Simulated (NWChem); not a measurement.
AlNH3Cl2, doublet

```xyz
7

Al    -0.0473     0.7110    -0.0968
Cl     0.7169    -0.5547    -1.6674
Cl     0.5122     0.1178     1.9002
N     -1.9367    -0.1299    -0.0466
H     -1.9688    -0.8677    -0.7552
H     -2.0619    -0.5614     0.8729
H     -2.7185     0.5056    -0.2108
```
Atoms are numbered in this order, from 1.

Results from NWChem. Pople sets run with spherical d functions. Spin-unrestricted. Geometry: optimised at PBE0/def2-SVP, spin-unrestricted. The spin multiplicity was typed, not searched, and may not be the lowest. No stability test was run on the SCF state. Vzz is the largest principal value of the second derivative of the potential at the nucleus (NWChem prints the opposite sign); η is the asymmetry. Non-relativistic.

```
level          Vzz Al1 (a.u.)  η Al1  Vzz Cl3 (a.u.)  η Cl3  Vzz N4 (a.u.)  η N4
-------------  --------------  -----  --------------  -----  -------------  ----
UHF/def2-SVP                …      …               …   0.09              …  0.07
UHF/6-31G*              0.337   0.50           1.122   0.07         -0.579  0.07
B3LYP/cc-pVTZ           0.275   0.13           1.162   0.06         -0.566  0.08
B3LYP/6-31G*            0.276   0.38           1.193   0.05         -0.551  0.08
```

**Question.** What belongs in the gaps?

**Answer.** 
- UHF/def2-SVP, Vzz Al1 (a.u.): 0.362
- UHF/def2-SVP, η Al1: 0.45
- UHF/def2-SVP, Vzz Cl3 (a.u.): 1.151
- UHF/def2-SVP, Vzz N4 (a.u.): -0.637
